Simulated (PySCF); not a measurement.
Bonds (- single, = double, # triple, : aromatic): F1-C2 1.350 Å, C2-F3 1.348 Å, C2-C4 1.512 Å, C4-C5 1.508 Å, C5-F6 1.334 Å, C5-F7 1.340 Å, C5-F8 1.332 Å. C2 carries H9; C4 carries H10, H11.

Geometry: PBE0-D3(BJ)/def2-SVP; GIAO absolute shieldings from PySCF, gas phase, non-relativistic, averaged over equivalent atoms.

At LC-wPBE/pcSseg-1 (151 basis functions, 34 s wall time on 1 thread of an Arm Neoverse N1, shared host):
```
   atoms  σ (ppm)
F6/F7/F8    261.6
   F1/F3    315.4
      C5     57.6
      C2     72.4
      C4    145.7
      H9    25.39
 H10/H11    29.00
```

Task: Estimate the result of repeating the calculation with B97-2/pcSseg-1.

Result: 
```
   atoms  σ at B97-2/pcSseg-1  change
F6/F7/F8                257.1    -4.5
   F1/F3                306.7    -8.7
      C5                 56.3    -1.3
      C2                 69.9    -2.5
      C4                142.5    -3.2
      H9                25.38   -0.01
 H10/H11                29.08   +0.08
```

The largest change is at F1/F3 (fluorine of a CF2 group). Cost: 151 basis functions, 20 s wall time on 1 thread of an Arm Neoverse N1, shared host. The order of the carbon signals is the same at both levels.
